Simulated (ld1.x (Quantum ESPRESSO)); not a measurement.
# aluminium (Al): TM pseudisation with PBE, non-relativistic reference atom.

| Quantity | Value |
| --- | --- |
| Element | aluminium (Al) |
| Generator | ld1.x (Quantum ESPRESSO) 7.5 |
| Type | norm-conserving Troullier–Martins (Kleinman–Bylander form) |
| Functional | PBE |
| Relativity | non-relativistic |
| Frozen core | [Ne] |
| Valence charge | 3 |
| Reference configuration | 3s2 3p0.5 (charge +0.5) |
| Partial waves | 3s (bound): rc 1.70 bohr; 3d channel at -0.1 Ry: rc 1.70 bohr; 3p (bound): rc 2.15 bohr |
| Local potential | the p channel |
| Core correction | Bessel-smoothed model core, default radius (core density twice the valence density) |

All-electron outer shells of the reference configuration (PBE, non-relativistic, ld1.x):

```json
{"shell": "3s", "level (eV)": "-11.07", "outermost node (bohr)": "0.80", "outermost maximum (bohr)": "2.06"}
{"shell": "3p", "level (eV)": "-5.71", "outermost node (bohr)": "0.82", "outermost maximum (bohr)": "2.52"}
```

Results:

```json
{"Cutoffs needed": "10 Ry and 30 Ry (the cutoffs (Ry, on a coarse ladder) from which the occupation-weighted sum of valence levels, in a spherical-Bessel basis at the reference potential, stays within 10 and 1 mRy of its value at 400 Ry)", "Ghost test": "no extra level below or beside the all-electron valence levels (s, d, p, f tested) (spherical-Bessel basis up to 400 Ry, 20 bohr box)", "Largest excitation error": "-9.7 meV (all-electron minus pseudo) for 3s0 3p3, out of 7 test configurations"}
```

Generation and tests took about 1.7 s on one core of a shared server CPU.
